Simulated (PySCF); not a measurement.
## Spinor energies of In⁺ (indium, charge +1)

Start: [Kr] 4d9 5s2 5p1; 4d3/2 filled at m_j = -3/2, -1/2, +1/2, +3/2; 4d5/2 filled at m_j = -3/2, -1/2, +1/2, +3/2, +5/2; 5p3/2 filled at m_j = +3/2. Calculated with PySCF 2.14 in x2c-TZVPall-2c with one added diffuse shell each of s, p, d, f type (9s10p6d3f, 90 functions): generalised Hartree-Fock with the X2C-1e Hamiltonian and a Gaussian nucleus; one run each with spin-orbit coupling (SO) switched off, then screened by Boettger's factors. This is a chosen level, not necessarily the ground level.

```
spinor shell  electrons  ε, spin-free (eV)  ε, screened SO (eV)  weight of nominal j (screened SO)  rms radius, screened SO (bohr)
       1s1/2          2           -28097.3             -28094.9                              1.000                          0.0340
       2s1/2          2            -4311.5              -4310.8                              1.000                           0.139
       2p1/2          2            -3864.3              -4010.6                              1.000                           0.120
       2p3/2          4            -3864.3              -3797.4                              1.000                           0.125
       3s1/2          2            -869.95              -869.82                              1.000                           0.371
       3p1/2          2            -719.87              -747.21                              1.000                           0.365
       3p3/2          4            -719.87              -707.34                              1.000                           0.376
       3d3/2          4            -487.49              -492.41                              0.999                           0.350
       3d5/2          6            -487.49              -484.11                              0.999                           0.353
       4s1/2          2            -159.00              -159.02                              1.000                           0.902
       4p1/2          2            -111.38              -117.09                              0.990                           0.963
       4p3/2          4            -111.38              -108.80                              0.995                           0.991
       4d3/2          4            -41.444              -42.306                              0.915                            1.22
       4d5/2          5            -41.444              -40.911                              0.932                            1.24
       5s1/2          2            -20.331              -20.364                              0.999                            2.59
       5p3/2          1            -13.904              -13.740                              1.000                            3.21
```

```tsv
quantity	spin-free	screened SO
E (hartree)	-5876.75399	-5878.04406
M_J	4	4
⟨J²⟩	20.018	20.017
⟨L²⟩	12.014	12.030
⟨S²⟩	2.003	2.019
```

Each row is a mean over spinors that exchange with the open shell spreads, by up to 6.616 eV (4p3/2).

Breit and QED terms are absent; they matter most for the inner s and p1/2 levels.

Densities and radii are taken from the X2C orbitals without a picture-change correction, which distorts them close to the nucleus.

Without spin-orbit coupling the j labels of p, d and f shells carry no meaning; the spin-free column gives the mean over the occupied spinors of each nl shell.
